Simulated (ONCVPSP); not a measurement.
Transferability test, ONCV potential for oxygen (O)

oxygen, optimised norm-conserving Vanderbilt (ONCV), made with ONCVPSP 4.0.1 (LDA (Perdew-Wang 92), scalar-relativistic). Core [He], reference 2s2 2p4. Waves: 2s: rc 0.95 bohr, ncon 5, nbas 8, qcut 8.3 1/bohr, 2 projectors, debl 2.9 Ha; 2p: rc 1.20 bohr, ncon 4, nbas 7, qcut 12.6 1/bohr, 1 projector; d scattering state at 0.15 Ha: rc 1.25 bohr, ncon 3, nbas 8, qcut 8.4 1/bohr, 2 projectors, debl 1.7 Ha. Local part: polynomial inside 0.80 bohr (lpopt 5, dvloc0 0 Ha). Core correction: polynomial model core, fcfact 0.65.

Energies are relative to the spin-unpolarised reference configuration 2s2 2p4; without spin polarisation the order of configurations can differ from experiment.

(1) Give the all-electron excitation energy and the error of the potential for: 2s2 2p3; 2s2 2p2; 2s2 2p1; 2s1 2p5.

Levels in the configuration 2s2 2p1:

```tsv
level	all-electron (eV)	pseudo (eV)
2s	-79.109	-79.026
2p	-65.045	-64.792
```

## Answers

(1)

```
valence configuration  charge  ΔE all-electron (eV)  error AE − PS (meV)
              2s2 2p3      +1                16.585                 +2.1
              2s2 2p2      +2                50.297                  +35
              2s2 2p1      +3               104.268                 +181
              2s1 2p5       0                14.586                  +13
```
